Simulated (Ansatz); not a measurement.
Input for Ansatz (a quantum-chemistry and plane-wave program): R-CCSD(T)/cc-pVTZ on CH4GeO2 (SMILES C[O][Ge][OH]), a point of a torsion scan. The run froze 17 orbitals, filled d shells among them.

Ansatz 0.2 input:
```yaml
crystal:
  periodic: [false, false, false]
  atoms:
    - {symbol: C, position_ang: [-0.92116637, 0.19396615, 0.28667379]}
    - {symbol: O, position_ang: [-0.92662871, -1.17791548, -0.01507955]}
    - {symbol: Ge, position_ang: [-2.04564135, -2.53122047, -0.30546922]}
    - {symbol: O, position_ang: [-3.65678029, -1.79277409, -0.13541181]}
    - {symbol: H, position_ang: [-1.69526391, 0.44837934, 1.01720341]}
    - {symbol: H, position_ang: [0.05491297, 0.45076972, 0.70611149]}
    - {symbol: H, position_ang: [-1.08303294, 0.78521269, -0.61838852]}
    - {symbol: H, position_ang: [-3.84379117, -0.87322852, 0.04351893]}
basis:
  gaussian:
    orbitals: cc-pVTZ
magnetization: {spin_polarized: false}
correlation: {method: ccsd_t, electrons: outside_noble_gas}
scf: {lower_state_search: off}
```

The log:

```
WARN ansatz: RAYON_NUM_THREADS=2 ignored (pool sized by the plan → 2); use --threads N
Functional definition: HF
these checks for a lower state are left out or cut short: stability, starts, cluster_reference, orbital_swaps, neighbouring_geometries, increment
integrals: 0.69 GiB planned
1132 factors; integrals over basis functions are off by at most 9.8e-4 eV
mean field: 0.78 GiB planned
mean field evaluation 1: about -61641.0796 eV, gradient 4.9e1 eV
mean field evaluation 2: about -61641.2000 eV, gradient 4.9e1 eV
mean field evaluation 4: about -61645.6861 eV, gradient 3.3e0 eV
mean field evaluation 8: about -61645.7408 eV, gradient 2.9e-1 eV
mean field -61645.74124718 eV, -2265.4392058496 hartree, gradient 1.6e-6 eV, S^2 0.000000; 0 other end points of the search recorded, 0 dependent functions left out
17 core orbitals not correlated
reference -61645.74124718 eV, -2265.4392058496 hartree; 12, 12 occupied and 160, 160 virtual orbitals, 1132 factors
second order -20.53502790 eV of doubles, -0.00000000 eV of singles
coupled cluster: 1.84 GiB planned
cycle   1  -20.42454735 eV  change    1.1e-1 eV  update   1.1e-1
cycle   2  -20.95019749 eV  change   -5.3e-1 eV  update   3.7e-2
cycle   3  -21.10019690 eV  change   -1.5e-1 eV  update   2.1e-2
cycle   4  -21.08048094 eV  change    2.0e-2 eV  update   5.6e-3
cycle   5  -21.07727700 eV  change    3.2e-3 eV  update   2.9e-3
cycle   6  -21.07878333 eV  change   -1.5e-3 eV  update   9.9e-4
cycle   7  -21.07827204 eV  change    5.1e-4 eV  update   4.0e-4
cycle   8  -21.07813958 eV  change    1.3e-4 eV  update   1.1e-4
cycle   9  -21.07820162 eV  change   -6.2e-5 eV  update   5.0e-5
cycle  10  -21.07820514 eV  change   -3.5e-6 eV  update   1.7e-5
perturbative correction -0.82284377 eV, -0.0302389507 hartree
Total energy: -61667.64229609 eV, -2266.2440545521 hartree
Checks for a lower state left out: stability, starts, cluster_reference, orbital_swaps, neighbouring_geometries, increment
```

The calculation finished and met its thresholds.

Cost: around 40 core-seconds (rough).
